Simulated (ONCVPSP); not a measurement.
**What the settings do to the ONCV potential of Ga (Z = 31)**

Base potential:

| Property | Result |
| --- | --- |
| Element | gallium (Ga) |
| Generator | ONCVPSP 4.0.1 |
| Type | optimised norm-conserving Vanderbilt (ONCV) |
| Functional | Wu-Cohen |
| Relativity | scalar-relativistic |
| Frozen core | [Ar] 3d10 |
| Valence charge | 3 |
| Reference configuration | 4s2 4p1 |
| Partial waves | 4s: rc 1.95 bohr, ncon 4, nbas 8, qcut 3.5 1/bohr, local; 4p: rc 2.80 bohr, ncon 4, nbas 7, qcut 3.4 1/bohr, 2 projectors, debl 3.4 Ha; d scattering state at 0.04 Ha: rc 2.90 bohr, ncon 5, nbas 8, qcut 3.7 1/bohr, 2 projectors, debl 1.2 Ha |
| Local potential | the s channel |
| Core correction | Teter function, fcfact 2.25, rcfact 1.15 |

Cutoffs, loose and tight: the cutoffs (Ha) at which the residual kinetic energy of the hardest occupied pseudo-wave falls to 1 and 0.1 mHa per electron. They do not see the model core or the augmentation charge, which bear on the density cutoff. Test errors are all-electron minus pseudo excitation energies from the reference, over the configurations 4s2 4p0; 4s1 4p0; 4s2 4p0.5; 4s0 4p3. A dash means not determined; rows that change the core or the reference have their own tests.

For the base: The cutoffs count occupied waves only; projector 2 of the d channel, the hardest unoccupied one, needs 33 Ha at the loose tolerance.

A true bound ghost makes a file unfit for plane-wave use even where its test errors are small: the radial tests pick states by their node count and pass the ghost by.

```tsv
change	outcome	cutoff, loose	cutoff, tight	bound ghosts	GHOST(+) flags above zero	largest test error (meV)
base	generated	7.2 Ha	38 Ha	d	none	-83
p: rc 3.2	generated	7.2 Ha	38 Ha	d	none	-91
d: nbas 9	generated	7.2 Ha	38 Ha	d	none	-83
p: qcut 3.7	generated	7.2 Ha	38 Ha	d	none	-81
core correction Teter function, fcfact 1.3, rcfact 1.15	generated	7.2 Ha	38 Ha	d	none	-74
d: qcut 3.1	generated	7.2 Ha	38 Ha	d	none	-83
core correction Teter function, fcfact 2.25, rcfact 1.6	generated	7.2 Ha	38 Ha	d	none	-335
d: rc 2.86	generated	7.2 Ha	38 Ha	d	none	-83
```

Task: What comes out with this change to the base: s: qcut 5.2; p: qcut 5; d: qcut 5.5?

Result: outcome: failed: ERROR pspot: first pseudo wave function has node, program will stop. Cause: the optimised pseudo-wave of the first projector has a node, so the radial equation cannot be inverted for a potential.

Task: What comes out with this change to the base: all radii but the core radius scaled by about 1.20 (s 2.34, p 3.36, d 3.48 bohr)?

Result: outcome: generated; cutoff, loose: 5.2 Ha; cutoff, tight: 15 Ha; bound ghosts: none; GHOST(+) flags above zero: d; largest test error (meV): -99.

Task: What comes out with this change to the base: core [Ne], valence charge 21; reference 3s2 3p6 3d10 4s2 4p0.75; waves now 3s+4s: rc 0.90 bohr, ncon 4, nbas 7, qcut 12.9 1/bohr, 2 projectors; 3p+4p: rc 1.25 bohr, ncon 5, nbas 10, qcut 12.2 1/bohr, 2 projectors; 3d: rc 0.95 bohr, ncon 5, nbas 8, qcut 19.7 1/bohr, 1 projector; f scattering state at 0.09 Ha: rc 1.00 bohr, ncon 3, nbas 8, qcut 9.9 1/bohr, 3 projectors, debl 0.8 Ha; local potential polynomial inside 0.75 bohr (lpopt 5, dvloc0 0 Ha)?

Result: outcome: generated; cutoff, loose: 137 Ha; cutoff, tight: 155 Ha; bound ghosts: f; GHOST(+) flags above zero: none; largest test error (meV): -1.2.
